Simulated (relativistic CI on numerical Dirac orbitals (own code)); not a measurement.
# Transition arrays of Zr XV

Method of calculation: Dirac-Coulomb-Breit CI, separate exchange-only KLI orbitals for each configuration, model QED, valence Slater integrals scaled by 0.9, whole transition arrays (own radial code, finite nucleus).

CI space (outside the closed core [Ne] 3s2): 3p6.3d8, 3p6.3d7.4f, 3p5.3d9, 3p6.3d7.4p, 3p6.3d7.5f. Levels of other configurations are missing.

All E1 lines from the levels of 3p6.3d8; mean and standard deviation are weighted by gf, and upper levels are sorted by their leading configuration.

```csv
Upper configuration,Lines,Σgf,Mean (eV),Mean (nm),σ (eV),Strongest line (nm)
3p6.3d7.4f,721,164.6,331.00,3.746,3.98,3.727
3p5.3d9,60,21.0,156.54,7.920,8.50,7.432
3p6.3d7.4p,466,18.7,235.62,5.262,3.77,5.314
3p6.3d7.5f,721,92.2,400.90,3.093,4.42,3.073
```

Σgf per state of the lower configuration in bins of 0.2 nm over the central range (centre: value): 3.1: 2.03, 3.7: 3.17, 3.9: 0.48, 5.1: 0.06, 5.3: 0.33, 7.5: 0.12, 7.9: 0.08, 8.1: 0.07.

Q: How do configuration mixing and the scaling of the Slater integrals move the arrays?

A: Slater scale 0.9, no configuration mixing: 3p6.3d7.4f 331.4 ± 4.0 eV (Σgf 179.3), 3p5.3d9 157.4 ± 8.7 eV (Σgf 23.9), 3p6.3d7.4p 235.7 ± 3.8 eV (Σgf 18.4), 3p6.3d7.5f 400.5 ± 4.4 eV (Σgf 67.9); Slater scale 1: 3p6.3d7.4f 331.8 ± 4.4 eV (Σgf 165.2), 3p5.3d9 156.8 ± 9.0 eV (Σgf 20.7), 3p6.3d7.4p 235.7 ± 4.2 eV (Σgf 18.8), 3p6.3d7.5f 401.3 ± 4.9 eV (Σgf 92.8); Slater scale 0.8: 3p6.3d7.4f 330.3 ± 3.6 eV (Σgf 164.0), 3p5.3d9 156.3 ± 8.0 eV (Σgf 21.3), 3p6.3d7.4p 235.5 ± 3.4 eV (Σgf 18.7), 3p6.3d7.5f 400.5 ± 4.0 eV (Σgf 91.7). With mixing, levels are counted to their leading configuration, so an array can shrink or vanish into another, and the sums then hold other lines.
